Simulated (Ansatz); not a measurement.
Species: CH7FNSi2 (charge 0, doublet). It need not be the lowest isomer of its formula. SMILES: N([SiH2])[Si@@H](F)C
Coordinates optimised at B3LYP-D3(BJ)/def2-TZVP (Ansatz, a program for electronic structure):
```
Si
F 1 1.6114
N 1 1.7228 2 110.56
H 3 1.0133 1 114.30 2 73.78
Si 3 1.7389 4 113.70 1 170.33
H 1 1.4771 2 105.13 3 116.71
H 5 1.4874 3 107.95 4 157.54
H 5 1.4906 7 110.30 3 117.91
C 1 1.8525 6 113.68 2 -117.80
H 9 1.0913 1 111.16 6 -62.96
H 9 1.0915 10 108.12 1 122.57
H 9 1.0917 10 108.33 11 116.59
```
Charge 0, spin multiplicity 2.

Parts of the frozen-core correlation energy in 6-31G (Ansatz, hartree). Frozen orbitals: 13; correlated occupied orbitals by spin: 16 and 15; virtual: 38 and 39. UHF or UKS for open shells. Spin-orbit coupling is left out. No relativistic terms.

| term | value |
|---|---|
| reference (HF) | -773.59014 |
| MP2 opposite-spin | -0.32272 |
| MP2 same-spin | (withheld) |
| CCSD correlation | (withheld) |
| (T) | (withheld) |
| T1 diagnostic | 0.013 |
| largest doubles amplitude | 0.028 |
| <S^2> of the reference | 0.753 |

Complete the blanks.


- MP2 same-spin, value: -0.09511
- CCSD correlation, value: -0.45805
- (T), value: -0.00871
